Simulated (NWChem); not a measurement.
Species: Si2NH7 cation, doublet; SMILES of the neutral closed-shell parent [SiH3]N[SiH3]

```xyz
10

Si     1.6770     0.0005     0.1338
N      0.0000     0.0000    -0.6141
Si    -1.6770    -0.0005     0.1338
H      2.2829     1.2385    -0.4306
H      1.4633     0.0010     1.5966
H      2.2830    -1.2380    -0.4296
H      0.0000     0.0000    -1.6455
H     -2.2829    -1.2385    -0.4306
H     -2.2830     1.2380    -0.4296
H     -1.4633    -0.0010     1.5966
```
Atoms are numbered in this order, from 1.

Program: NWChem. Pople sets run with spherical d functions. Spin-unrestricted. In the optimisation the excess spin sits in b (C2, its own frame). Coordinates come from a PBE0/def2-SVP, spin-unrestricted optimisation. This spin state was assumed; another may lie lower. No stability test was run on the SCF state. Atomic charges in e: unrestrained fits to the electrostatic potential beside Mulliken populations; buried atoms are poorly determined by the fit.

Problem. Predict the results for UHF/6-31G*. Quantities: ESP Si1; Mulliken Si1; ESP N2; Mulliken N2; ESP Si3; Mulliken Si3; relative RMS misfit of the potential (%).

Solution. 
```json
{
 "ESP Si1": "0.68",
 "Mulliken Si1": "0.82",
 "ESP N2": "-0.22",
 "Mulliken N2": "-0.75",
 "ESP Si3": "0.67",
 "Mulliken Si3": "0.82",
 "relative RMS misfit of the potential (%)": "3"
}
```
